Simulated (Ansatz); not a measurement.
Program: Ansatz. Geometries: PBE0-D4/def2-TZVP. ΔE: electronic, gas phase. CBS: MP2 limit from def2 TZ/QZ plus the TZ coupled-cluster correction, frozen cores. Functionals use def2-TZVPP. B3LYP here is the variant with VWN-RPA as its local correlation; programs differ in this. For Mg outer-core shells are correlated without core-valence functions, which leaves a few kJ/mol of doubt a bond. One conformer a species, not always the lowest.

Reaction (redistribution): `CC(C)[Si]Cl` + `C[N](C)[Mg][NH2]` → `CN(C)[Si]Cl` + `C[CH](C)[Mg][NH2]`

(1) Is it downhill or uphill in electronic energy at CCSD(T)/CBS, and by how much? (Estimate.)

(2) What do these levels give: LDA (SPW92), revPBE-D4, B3LYP-D4, ωB97X-V, BLYP, PBE0, B3LYP, r2SCAN0, CCSD(T)/def2-SVP, MP2/def2-TZVPP, SCS-MP2/def2-QZVPP, MP2/CBS(def2)? (Best estimate.)

Largest T1 diagnostic among the species: 0.013.

## Answers

(1) Ansatz gave: Downhill: ΔE = -13.2 kcal/mol.

(2) The calculation gave: LDA (SPW92) -15.8, revPBE-D4 -13.7, B3LYP-D4 -13.7, ωB97X-V -12.8, BLYP -15.0, PBE0 -14.0, B3LYP -14.3, r2SCAN0 -13.2, CCSD(T)/def2-SVP -10.4, MP2/def2-TZVPP -13.6, SCS-MP2/def2-QZVPP -13.1, MP2/CBS(def2) -13.6 kcal/mol.

At CCSD(T), def2-SVP lies +2.8 kcal/mol from the extrapolated value and def2-TZVPP −0.0 kcal/mol. Leaving LDA and LC-ωPBE aside and taking each functional with its dispersion term where it has one, the values, not all of them listed here, spread over 1.7 kcal/mol, from PBE-D4 to ωB97X-V. LDA lies −0.9 kcal/mol from PBE without D4. From BLYP to BHLYP (50 % exact exchange), in def2-TZVPP and without D4, ΔE moves by +1.7 kcal/mol.
